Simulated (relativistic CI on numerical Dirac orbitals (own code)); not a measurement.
Radial parameters of Xe3+

Calculated at this level of theory: Dirac-Coulomb-Breit CI, orbitals from a KLI potential per configuration, QED by a radiative potential, valence Slater integrals scaled by 0.85, P86 correlation energy added to each configuration (own radial code, finite nucleus).

Slater integrals F^k, G^k are unscaled and averaged over j, outside the closed core [Kr] 4d10; ζ comes from projecting the Hamiltonian with its Breit term on Σ l·s of the shell.

- 5s2 5p3: F^2(5p,5p) = 52893, ζ(5p) = 8744.3 cm⁻¹; <r>(5p) = 2.03, <r^2>(5p) = 4.632 (bohr units).
- 5s 5p4: F^2(5p,5p) = 53025, G^1(5s,5p) = 69714, ζ(5p) = 8675.2 cm⁻¹; <r>(5s) = 1.754, <r^2>(5s) = 3.449, <r>(5p) = 2.024, <r^2>(5p) = 4.604 (bohr units).
- 5s2 5p2 5d: F^2(5p,5p) = 53260, ζ(5p) = 9113.2, F^2(5p,5d) = 39827, G^1(5p,5d) = 45707, G^3(5p,5d) = 28616, ζ(5d) = 491.09 cm⁻¹; <r>(5p) = 2.013, <r^2>(5p) = 4.559, <r>(5d) = 2.774, <r^2>(5d) = 8.704 (bohr units).

In this model ζ of a weakly bound d, f or g electron outside closed shells comes out too small, for d by up to a factor of two or three and at times with the wrong sign; that of an outer p electron is too small as well.

Correlation outside the listed configurations is missing or only estimated: errors of thousands of cm⁻¹ between configurations and terms are usual at this charge. Rates and lifetimes follow the computed energies and can be off by large factors. The fine structure of a lone outer electron comes out too small, for d and f at times inverted, and misplaced configurations move strength between like terms. 31 of the 69 excited levels that our extract of the measured tables holds in this range could be paired (the sources list more); they are missed by 7296 cm⁻¹ on average and 12208 at most, and levels without a partner can miss by more.

Averages of the first 10 configurations, taken without configuration mixing, which lowers the lowest level and can move excited configurations by several eV; other configurations of the list can lie among them:

```csv
Configuration,Parity,States,Average energy above the lowest level (eV)
5s2 5p3,odd,20,3.2
5s 5p4,even,30,17.7
5s2 5p2 5d,even,150,21.0
5p5,odd,6,34.7
5s2 5p2 5f,odd,210,34.1
5s 5p3 5d,odd,400,34.7
5s2 5p2 6s,even,30,23.1
5s2 5p2 5g,even,270,37.2
5s2 5p2 6p,odd,90,27.1
5s2 5p2 4f,odd,210,26.8
```
